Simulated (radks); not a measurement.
Values are calculated unless marked as measured or tabulated.
Polarisability of the technetium ion Tc+, [Kr] 4d5 5s1, at imaginary frequency. Code: a radial shooting solver on a logarithmic mesh with Libxc functionals. Model: non-relativistic Kohn-Sham, LDA (Slater exchange, Perdew-Wang correlation), spin-unpolarised, spherical densities, point nucleus; relativity is left out, which matters for an element this heavy. Response by self-consistent Sternheimer equations with the Hartree and adiabatic LDA kernel.

w (hartree)  alpha1(iw) (bohr^3)
0.00266                    37.51
0.0143                     37.33
0.0360                     36.39
0.0697                     33.72
0.118                      28.76
0.186                      22.39
0.280                      16.33
0.413                      11.52
0.605                      7.967
0.892                      5.337
1.35                       3.341
2.12                       1.847
3.59                      0.8375
6.94                      0.2899
17.5                     0.06730

Static values: alpha1 = 37.51 bohr^3 (5.559 angstrom^3; uncoupled 62.35). C6 = 276.2, triple-dipole C9 = 6937 atomic units. One-pole (London) frequency 4 C6 / (3 alpha1^2) = 0.262 hartree, against 0.414 for minus the highest occupied eigenvalue. The dipole shielding factor is 0.977, as the force sum rule N/Z = 0.977 demands.
